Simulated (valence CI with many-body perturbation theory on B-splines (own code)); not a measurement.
**Level structure of Te38+**

Calculated by valence CI with perturbative core correlation (CI+MBPT): four valence electrons over a frozen Dirac-Fock core [Ne], a basis of 11 s, 11 p, 10 d, 8 f, 5 g, 2 h functions for each j, with the one-electron correlation potential Σ1 (screened to all orders), the two-electron term Σ2, the three-electron term Σ3, Breit, model QED; selected single and double excitations, second order for the rest, scaled by the run's own slope (own B-spline code, finite nucleus).

The last digits are not significant, and no measured levels were compared; by estimate large intervals hold to a few tenths of a per cent, small ones and those within an open d or f shell to about a per cent. Among the levels kept, up to 690 cm⁻¹ of a level comes from second order outside the variational space, and about a tenth of that is noise between levels of different J, which matters for small intervals.

Levels 91 to 135 of 174, with energies above the lowest level, (3s^2 3p1/2^2) J=0. "Leading %" is the weight of the configuration and term that name the level; weights of strongly mixed levels are sums over their largest components and can fall short. In the jj column 3d3/2^4 stands for four electrons in 3d with j = 3/2.

| No. | Configuration | Term | J | E (eV) | Leading % | Second component | Leading jj | g |
| --- | --- | --- | --- | --- | --- | --- | --- | --- |
| 91 | 3s 3p2 3d | 3F | 4 | 481.55 | 34 | 31 % 3s2 3d2 1G | 3s 3p3/2^2 3d5/2 (58 %) | 1.091 |
| 92 | 3p3 3d | 3P° | 0 | 482.99 | 46 | 27 % 3p3 3d 5D° | 3p1/2^2 3p3/2 3d3/2 (84 %) |  |
| 93 | 3p3 3d | 3F° | 3 | 483.94 | 27 | 19 % 3p3 3d 5D° | 3p1/2^2 3p3/2 3d3/2 (76 %) | 1.137 |
| 94 | 3s 3p2 3d | 1D | 2 | 484.96 | 57 | 24 % 3s 3p2 3d 3D | 3s 3p3/2^2 3d5/2 (81 %) | 1.053 |
| 95 | 3p3 3d | 5D° | 1 | 486.13 | 30 | 24 % 3p3 3d 3P° | 3p1/2^2 3p3/2 3d3/2 (87 %) | 1.157 |
| 96 | 3s 3p2 3d | 1F | 3 | 490.12 | 44 | 31 % 3s 3p2 3d 3D | 3s 3p3/2^2 3d5/2 (70 %) | 1.150 |
| 97 | 3s 3p2 3d | 1D | 2 | 492.34 | 21 | 15 % 3s2 3d2 1D | 3s 3p3/2^2 3d5/2 (49 %) | 1.203 |
| 98 | 3s2 3d2 | 1S | 0 | 494.96 | 63 | 12 % 3s2 3d2 3P | 3s^2 3d5/2^2 (70 %) |  |
| 99 | 3s 3p2 3d | 3P | 1 | 495.51 | 44 | 35 % 3s 3p2 3d 1P | 3s 3p3/2^2 3d5/2 (81 %) | 1.188 |
| 100 | 3s 3p 3d2 | 5G° | 2 | 497.08 | 71 | 19 % 3s 3p 3d2 3F° | 3s 3p1/2 3d3/2^2 (83 %) | 0.470 |
| 101 | 3p3 3d | 3F° | 4 | 498.55 | 39 | 30 % 3p3 3d 5D° | 3p1/2^2 3p3/2 3d5/2 (89 %) | 1.260 |
| 102 | 3p3 3d | 3D° | 2 | 501.20 | 34 | 20 % 3p3 3d 5D° | 3p1/2^2 3p3/2 3d5/2 (76 %) | 1.284 |
| 103 | 3s 3p 3d2 | 5G° | 3 | 504.13 | 53 | 18 % 3s 3p 3d2 3F° | 3s 3p1/2 3d3/2^2 (60 %) | 0.987 |
| 104 | 3s 3p2 3d | 1D | 2 | 505.57 | 53 | 18 % 3s 3p2 3d 3P | 3s 3p3/2^2 3d5/2 (79 %) | 1.079 |
| 105 | 3p3 3d | 3G° | 3 | 508.99 | 18 | 13 % 3p3 3d 3D° | 3p1/2^2 3p3/2 3d5/2 (55 %) | 1.068 |
| 106 | 3p3 3d | 3D° | 1 | 517.24 | 22 | 20 % 3p3 3d 3P° | 3p1/2^2 3p3/2 3d5/2 (59 %) | 1.128 |
| 107 | 3s 3p 3d2 | 3D° | 3 | 518.75 | 22 | 20 % 3s 3p 3d2 5G° | 3s 3p1/2 3d3/2 3d5/2 (69 %) | 1.167 |
| 108 | 3s 3p 3d2 | 5G° | 4 | 519.10 | 62 | 14 % 3s 3p 3d2 5F° | 3s 3p1/2 3d3/2 3d5/2 (84 %) | 1.162 |
| 109 | 3s 3p 3d2 | 5D° | 0 | 519.54 | 71 | 16 % 3s 3p 3d2 3P° | 3s 3p1/2 3d3/2^2 (70 %) |  |
| 110 | 3s 3p 3d2 | 5D° | 2 | 520.20 | 23 | 21 % 3s 3p 3d2 5F° | 3s 3p1/2 3d3/2 3d5/2 (72 %) | 1.102 |
| 111 | 3p4 | 3P | 0 | 521.73 | 33 | 24 % 3p4 1S | 3p3/2^4 (57 %) |  |
| 112 | 3s 3p 3d2 | 5F° | 1 | 521.97 | 48 | 23 % 3s 3p 3d2 3D° | 3s 3p1/2 3d3/2^2 (50 %) | 0.475 |
| 113 | 3s 3p 3d2 | 5D° | 1 | 525.47 | 56 | 7 % 3s 3p 3d2 3P° | 3s 3p1/2 3d3/2^2 (68 %) | 1.319 |
| 114 | 3s 3p 3d2 | 5P° | 1 | 527.38 | 47 | 20 % 3s 3p 3d2 3S° | 3s 3p1/2 3d3/2 3d5/2 (56 %) | 1.876 |
| 115 | 3s 3p 3d2 | 5F° | 2 | 527.80 | 23 | 13 % 3p3 3d 5D° | 3s 3p1/2 3d3/2^2 (59 %) | 1.183 |
| 116 | 3p3 3d | 5D° | 0 | 528.19 | 33 | 22 % 3s 3p 3d2 1S° | 3p1/2 3p3/2^2 3d3/2 (45 %) |  |
| 117 | 3p3 3d | 5D° | 1 | 529.81 | 26 | 25 % 3p3 3d 3D° | 3p1/2 3p3/2^2 3d3/2 (48 %) | 1.010 |
| 118 | 3s 3p 3d2 | 3G° | 5 | 530.40 | 36 | 28 % 3s 3p 3d2 5G° | 3s 3p1/2 3d3/2 3d5/2 (71 %) | 1.213 |
| 119 | 3s 3p 3d2 | 3H° | 4 | 530.69 | 22 | 21 % 3s 3p 3d2 3G° | 3s 3p1/2 3d3/2 3d5/2 (60 %) | 1.076 |
| 120 | 3s 3p 3d2 | 5D° | 2 | 530.89 | 31 | 13 % 3s 3p 3d2 5P° | 3s 3p1/2 3d3/2 3d5/2 (65 %) | 1.312 |
| 121 | 3s 3p 3d2 | 3G° | 3 | 531.35 | 18 | 11 % 3p3 3d 3F° | 3s 3p1/2 3d3/2 3d5/2 (66 %) | 1.127 |
| 122 | 3s 3p 3d2 | 5D° | 4 | 539.96 | 45 | 18 % 3s 3p 3d2 5F° | 3s 3p1/2 3d5/2^2 (69 %) | 1.312 |
| 123 | 3s 3p 3d2 | 5D° | 3 | 541.01 | 32 | 26 % 3s 3p 3d2 5F° | 3s 3p1/2 3d3/2 3d5/2 (68 %) | 1.346 |
| 124 | 3p3 3d | 3F° | 4 | 543.73 | 25 | 21 % 3s 3p 3d2 3F° | 3s 3p1/2 3d3/2 3d5/2 (42 %) | 1.225 |
| 125 | 3p3 3d | 5D° | 3 | 544.75 | 33 | 12 % 3p3 3d 3D° | 3p1/2 3p3/2^2 3d5/2 (37 %) | 1.306 |
| 126 | 3s 3p 3d2 | 5D° | 2 | 545.50 | 15 | 12 % 3s 3p 3d2 3P° | 3s 3p1/2 3d3/2 3d5/2 (53 %) | 1.278 |
| 127 | 3p3 3d | 3F° | 2 | 546.18 | 33 | 8 % 3s 3p 3d2 3F° | 3p1/2 3p3/2^2 3d3/2 (38 %) | 0.964 |
| 128 | 3s 3p 3d2 | 5G° | 5 | 547.97 | 29 | 18 % 3p3 3d 3G° | 3s 3p1/2 3d5/2^2 (57 %) | 1.193 |
| 129 | 3s 3p 3d2 | 5P° | 2 | 548.28 | 28 | 17 % 3s 3p 3d2 5S° | 3s 3p1/2 3d3/2 3d5/2 (43 %) | 1.584 |
| 130 | 3p3 3d | 3S° | 1 | 549.58 | 11 | 10 % 3p3 3d 1P° | 3s 3p1/2 3d3/2 3d5/2 (45 %) | 1.291 |
| 131 | 3p3 3d | 3D° | 3 | 550.02 | 36 | 12 % 3s 3p 3d2 3G° | 3p1/2 3p3/2^2 3d3/2 (38 %) | 1.058 |
| 132 | 3s 3p 3d2 | 3F° | 2 | 550.86 | 31 | 11 % 3s 3p 3d2 3D° | 3s 3p1/2 3d5/2^2 (64 %) | 1.028 |
| 133 | 3s 3p 3d2 | 3H° | 4 | 551.67 | 35 | 20 % 3p3 3d 5D° | 3p1/2 3p3/2^2 3d5/2 (36 %) | 1.079 |
| 134 | 3s 3p 3d2 | 3G° | 3 | 553.28 | 26 | 12 % 3p3 3d 3D° | 3s 3p1/2 3d3/2 3d5/2 (35 %) | 1.062 |
| 135 | 3p3 3d | 1G° | 4 | 555.63 | 55 | 16 % 3p3 3d 3G° | 3p1/2 3p3/2^2 3d3/2 (59 %) | 1.027 |

Where two levels of one J and parity lie close, their mixing, g and order are uncertain.
